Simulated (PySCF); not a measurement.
**TDDFT excited states: C5H3FOP2**

Species: C5H3FOP2.
SMILES with atom numbers: `[O:1]=[CH:2][c:3]1[p:4][cH:5][p:6][cH:7][c:8]1[F:9]` (hydrogens: H10 on C2; H11 on C5; H12 on C7)

Method used: TDDFT CAM-B3LYP/def2-SVPD, vertical, gas phase, core orbitals frozen in the response (PySCF). The structure is a single GFN2-xTB conformer in the gas phase; no vibrational or solvent corrections. Torsions of this conformer, `[O:1]=[CH:2][c:3]1[p:4][cH:5][p:6][cH:7][c:8]1[F:9]`: O1–C2–C3–P4 0°.

Q: List the vertical singlet excitations with oscillator strengths and describe the spectrum.

A: 

```json
{"state": "S1", "λ (nm)": "381.9", "E (eV)": "3.25", "f": "0.0050", "main configurations (H = HOMO, L = LUMO)": "H-1→L (78%)"}
{"state": "S2", "λ (nm)": "321.2", "E (eV)": "3.86", "f": "0.0096", "main configurations (H = HOMO, L = LUMO)": "H-3→L (79%), H-1→L (11%)"}
{"state": "S3", "λ (nm)": "307.7", "E (eV)": "4.03", "f": "0.017", "main configurations (H = HOMO, L = LUMO)": "H-2→L (61%), H→L+1 (22%), H→L (14%)"}
{"state": "S4", "λ (nm)": "294.5", "E (eV)": "4.21", "f": "0.145", "main configurations (H = HOMO, L = LUMO)": "H→L (76%), H-2→L (10%)"}
{"state": "S5", "λ (nm)": "273.9", "E (eV)": "4.53", "f": "0.0001", "main configurations (H = HOMO, L = LUMO)": "H-1→L+1 (80%), H-3→L+1 (13%)"}
{"state": "S6", "λ (nm)": "237.8", "E (eV)": "5.21", "f": "0.0005", "main configurations (H = HOMO, L = LUMO)": "H-4→L (79%)"}
{"state": "S7", "λ (nm)": "229.9", "E (eV)": "5.39", "f": "0.0029", "main configurations (H = HOMO, L = LUMO)": "H-3→L+1 (70%), H-1→L+1 (12%), H-4→L (10%)"}
{"state": "S8", "λ (nm)": "229.7", "E (eV)": "5.40", "f": "0.377", "main configurations (H = HOMO, L = LUMO)": "H→L+1 (58%), H-2→L (26%)"}
```

Triplets (Tamm–Dancoff): T1 2.58 eV, H→L (85%); T2 2.75 eV, H-1→L (80%); T3 3.25 eV, H-3→L (77%), H-1→L+2 (8%).

The lowest singlet comes at 382 nm (313 kJ/mol) in the visible; it is very weak; its leading configuration is HOMO-1→LUMO (78%). The strongest level in the table is S8 at 5.40 eV (230 nm, f = 0.377). It is the last of those listed, so stronger ones may follow. S7/S8 lie within about 0.01 eV of each other. Löwdin shares by element: HOMO (one of a set within 0.03 eV) carbon 39% or more, phosphorus 32% (atoms not listed hold the other 29%); LUMO phosphorus 39%, carbon 24% or more (atoms not listed hold the other 36%). The oscillator strengths of these states sum to 0.557; summed over the whole spectrum of an exact calculation they would give the number of electrons, 80 (Thomas–Reiche–Kuhn). Orbital energies (eV): HOMO-3 -9.57, HOMO-2 -9.39, HOMO-1 -8.98, HOMO -8.98, LUMO -2.26, LUMO+1 -1.12, LUMO+2 0.70. The listed states span 2.15 eV, and the widest gap between neighbours is 0.69 eV (S5 to S6). S1 lies in the visible range (380 to 750 nm), at 382 nm, f = 0.0050; light of that wavelength is violet, and its complementary colour is yellow-green; a Tamm–Dancoff triplet lies at 481 nm, without intensity as long as spin–orbit coupling is left out. Singlets were solved by full linear response, triplets in the Tamm–Dancoff approximation.
